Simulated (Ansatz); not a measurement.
Isomers of C3H12OSiSn (singlet), relaxed with r2SCAN-D4/def2-SVP; total energies from Ansatz at r2SCAN0-D4/def2-TZVP.

| isomer | description | energy (Eh) |
| --- | --- | --- |
| A | SnH3(OSiMe3) (C3H12OSiSn) | -700.61994 |
| B | (Me)3Sn-O-SiH3 (C₃H₁₂OSiSn) | -700.59886 |

In the def2 sets Sn takes a core potential; there is no spin–orbit coupling.

Task: Work out the relative energies (1 Eh = 2625.5 kJ/mol) and the Boltzmann populations at 800 K from electronic energies alone (R = 8.314 J/mol/K).

Result: ΔE: A 0.0, B 55.3 kJ/mol. RT = 6.65 kJ/mol. Factors exp(−ΔE/RT): A 1, B 0.000245; sum 1.000. Populations: A 100.0 %, B 0.0 %. Zero-point energy, vibrational entropy and symmetry numbers are left out and can shift these; an error of 4 kJ/mol changes a ratio by a factor of 1.8. Over the other density-functional and correlated levels in def2 sets, the gap between A and B ranges from 25 to 76 kJ/mol.
